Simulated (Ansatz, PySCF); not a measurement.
Reaction (SMILES): CCN [ethanamine] -> C[CH]N + H atom (the C-H bond at the site shown breaks; other sites are not compared here)
Structures are relaxed separately at B3LYP-D3(BJ)/def2-TZVP in Ansatz (a quantum-chemistry and plane-wave program), one conformer each, not searched for the lowest.

Wanted: bond dissociation energy (enthalpy at 298 K, with B3LYP-D3(BJ) rigid-rotor harmonic-oscillator terms from PySCF), in eV. Cores are frozen in the correlated levels unless marked. UHF or UKS for open shells. Spin-orbit coupling is left out. No relativistic terms. Basis-set limits of correlation are two-point, X^-3; Hartree-Fock from the larger set. [CCSD(T)-MP2]/basis is that difference in the basis named.

Level to compare with: RI-MP2/CBS(cc-pVTZ,cc-pVQZ)+[CCSD(T)-MP2]/cc-pVTZ (Ansatz), 4.02 eV. It is a level with limits of its own, and the differences hold the functionals' basis error too.

Task: Rank these functionals by how close they come to RI-MP2/CBS(cc-pVTZ,cc-pVQZ)+[CCSD(T)-MP2]/cc-pVTZ, closest first: wB97M-V/def2-TZVPD (Ansatz); BLYP/def2-TZVPD (Ansatz); CAM-B3LYP/def2-TZVPD (Ansatz).

Result: wB97M-V/def2-TZVPD (range-separated hybrid meta-GGA with VV10, 3.92 eV, difference -0.10), CAM-B3LYP/def2-TZVPD (range-separated hybrid, 3.83 eV, difference -0.19), BLYP/def2-TZVPD (GGA, 3.70 eV, difference -0.32)
